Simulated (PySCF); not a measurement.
CH6AlBO4, SMILES [OH][Al]([CH2]B(O)O)[OH].

The structure is a stationary point at PBE0-D3(BJ)/def2-SVP. The structure was generated by enumeration; whether it is a known compound was not checked. Other conformers were not sampled.

These are PySCF 2.14.0 with IEF-PCM-ωB97X/def2-SVP values and carry that method's errors.

The values are the electrostatic part of the solvation free energy, E(continuum) − E(gas) at the gas-phase geometry, in a cavity of scaled van der Waals radii (PySCF's table); cavitation and dispersion terms are not included. A continuum can't describe solvent molecules that bind to the metal. In vacuum the orbital gap is 12.44 eV. The dipole moment in vacuum is 2.14 D.

Task: Estimate the values in water (ε = 78.36), chlorobenzene (ε = 5.70), benzene (ε = 2.27). (An estimate is asked for; the answer gives what the named calculation found.)

Result: 
| solvent | ε | ΔG(elec) (kcal/mol) | dipole (D) | gap (eV) |
|---|---|---|---|---|
| water | 78.36 | -11.7 | 2.59 | 12.71 |
| chlorobenzene | 5.70 | -8.9 | 2.48 | 12.65 |
| benzene | 2.27 | -5.3 | 2.34 | 12.57 |
